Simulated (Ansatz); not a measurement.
Input file for Ansatz (a first-principles code): R-CCSD(T)/def2-TZVPPD on HF (SMILES F) with ghost functions, monomers drawn apart or pushed together. Files ending in .json are basis or fitting sets from the Basis Set Exchange.

Ansatz 0.2 input:
```yaml
crystal:
  periodic: [false, false, false]
  atoms:
    - {symbol: F, position_ang: [-0.97812165, -0.64898479, 3.38831417]}
    - {symbol: H, position_ang: [-0.44303681, -0.85544620, 2.65321778]}
basis:
  gaussian:
    orbitals: def2-TZVPPD.json
    ghost_atoms:
      - {symbol: Sn, position_ang: [0.14919305, 0.27148969, 0.13691022]}
      - {symbol: H, position_ang: [-1.49090734, 0.31754174, -0.32031598]}
      - {symbol: H, position_ang: [0.34529275, -0.96304735, 1.32508418]}
      - {symbol: H, position_ang: [1.13871927, -0.15042624, -1.18625680]}
      - {symbol: H, position_ang: [0.64312129, 1.75223943, 0.81846569]}
magnetization: {spin_polarized: false}
correlation: {method: ccsd_t, electrons: outside_noble_gas}
scf: {lower_state_search: off}
```

Output:

```
WARN ansatz: RAYON_NUM_THREADS=1 ignored (pool sized by the plan → 1); use --threads N
Functional definition: HF
these checks for a lower state are left out or cut short: stability, starts, cluster_reference, orbital_swaps, neighbouring_geometries, increment
integrals: 0.60 GiB planned
1061 factors; integrals over basis functions are off by at most 1.0e-3 eV
mean field: 0.31 GiB planned
mean field evaluation 1: about -2721.9585 eV, gradient 2.5e1 eV
mean field evaluation 2: about -2721.9586 eV, gradient 2.5e1 eV
mean field evaluation 4: about -2722.9139 eV, gradient 1.2e0 eV
mean field evaluation 8: about -2722.9188 eV, gradient 5.9e-5 eV
mean field -2722.91884513 eV, -100.0654218978 hartree, gradient 1.0e-6 eV, S^2 0.000000; 0 other end points of the search recorded, 0 dependent functions left out
1 core orbitals not correlated
reference -2722.91884513 eV, -100.0654218978 hartree; 4, 4 occupied and 176, 176 virtual orbitals, 1061 factors
second order -7.46077387 eV of doubles, -0.00000000 eV of singles
coupled cluster: 1.94 GiB planned
cycle   1  -7.36301609 eV  change    9.8e-2 eV  update   4.8e-2
cycle   2  -7.48576160 eV  change   -1.2e-1 eV  update   1.3e-2
cycle   3  -7.51716191 eV  change   -3.1e-2 eV  update   5.8e-3
cycle   4  -7.51285653 eV  change    4.3e-3 eV  update   9.8e-4
cycle   5  -7.51240018 eV  change    4.6e-4 eV  update   3.3e-4
cycle   6  -7.51252177 eV  change   -1.2e-4 eV  update   8.9e-5
cycle   7  -7.51251462 eV  change    7.2e-6 eV  update   2.7e-5
cycle   8  -7.51250312 eV  change    1.1e-5 eV  update   8.7e-6
cycle   9  -7.51250002 eV  change    3.1e-6 eV  update   2.3e-6
perturbative correction -0.18746755 eV, -0.0068893053 hartree
Total energy: -2730.61881270 eV, -100.3483904868 hartree
Checks for a lower state left out: stability, starts, cluster_reference, orbital_swaps, neighbouring_geometries, increment
```

The calculation finished and met its thresholds.

Cost: around 18 core-seconds (rough).
